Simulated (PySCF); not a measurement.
## N(2+): excitation energy

N(2+) [He] 2s2 2p1 (2P) → N(2+) [He] 2s1 2p1 3d1 (high-spin determinant), as a difference of total energies. All numbers are calculated (PySCF 2.14, no relativity, point nucleus, in aug-cc-pVDZ (4s3p2d, 23 functions)). Correlated levels: valence: 1s2 frozen. The calculations carry no spin-orbit coupling.

```csv
method,excitation energy (eV)
UHF,40.610
LDA,40.828
PBE,40.714
PBE0,40.993
r2SCAN,40.712
TPSSh,41.145
LC-wPBE,41.409
BHandHLYP,41.753
M06-L,40.699
MP2 (valence),41.718
SCS-MP2 (valence),42.012
```

Question: How much does correlation contribute at MP2 (valence)?

Answer: 41.718 − (40.610) = 1.108 eV, measured against UHF.

The promoted electron is Rydberg-like, and one or two diffuse shells describe it only roughly, which tends to raise the upper state.

The determinant of the upper state mixes LS terms, which raises its energy above the lowest term, most at the Hartree-Fock and MP2 levels.
